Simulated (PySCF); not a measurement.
BH₂O₂, SMILES O[B]O (connectivity only; charge and spin as stated), charge +1, multiplicity 1. Atoms are numbered in the order given.

```xyz
5

O      0.0750     1.2523    -0.0546
B      0.0000     0.0000     0.0224
O     -0.0750    -1.2523    -0.0546
H     -0.3773     1.9915     0.3811
H      0.3773    -1.9915     0.3811
```
Charge +1, spin multiplicity 1.

The structure is a stationary point at B3LYP-D3(BJ)/def2-TZVP. The multiplicity is an assumed one; other spin states were not compared. The isomer is the one that the SMILES or the coordinates give; other isomers of the formula were not compared. One conformer was computed; it need not be the lowest.

Two levels are set side by side: PBE/pcSseg-2 (PySCF) and B3LYP/pcSseg-2 (PySCF). GIAO shifts against BF3 (¹¹B), H2O (¹⁷O), TMS (¹H) at the same level; non-relativistic, no solvent, atoms listed together averaged. Differences are taken from unrounded values.

```
quantity                B3LYP   PBE  PBE minus B3LYP
----------------------  -----  ----  ---------------
δ(¹⁷O) of O1, O3 (ppm)   45.2  50.5              5.2
δ(¹¹B) of B2 (ppm)       -6.9  -9.5             -2.6
δ(¹H) of H4, H5 (ppm)    7.24  6.89            -0.35
```

Rough cost on one machine, each run with all the roots and properties that it gave: B3LYP against PBE within a factor of 2.
